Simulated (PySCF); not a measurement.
How methods differ on the excitation energy of N²⁺

N²⁺ [He] 2s2 2p1 (2P) → N²⁺ [He] 2s2 3d1 (2D), as a difference of total energies. Computed with PySCF 2.14 in x2c-QZVPPall with one added diffuse shell each of s, p, d, f type (8s5p4d3f1g, 73 functions), with the spin-free X2C one-electron Hamiltonian (Gaussian nucleus). Correlated levels: valence: 1s2 frozen; valence and next inner shell: nothing frozen. The calculations carry no spin-orbit coupling.

| method | excitation energy (eV) |
| --- | --- |
| UHF | 33.299 |
| LDA | 32.676 |
| PBE | 32.582 |
| PBE0 | 32.860 |
| r2SCAN | 33.265 |
| B3LYP | 32.935 |
| TPSSh | 33.046 |
| wB97X-V | 32.977 |
| M06-2X | 32.677 |
| MP2 (valence) | 32.729 |
| SCS-MP2 (valence) | 32.630 |
| MP2 (valence and next inner shell) | 32.767 |
| SCS-MP2 (valence and next inner shell) | 32.659 |

How much does correlation contribute at MP2 (valence and next inner shell)?

32.767 − (33.299) = -0.532 eV, measured against UHF.

A first-order spin-orbit estimate (lowest level to lowest level, LS coupling) adds 0.014 eV.

The promoted electron is Rydberg-like, and one or two diffuse shells describe it only roughly, which tends to raise the upper state.
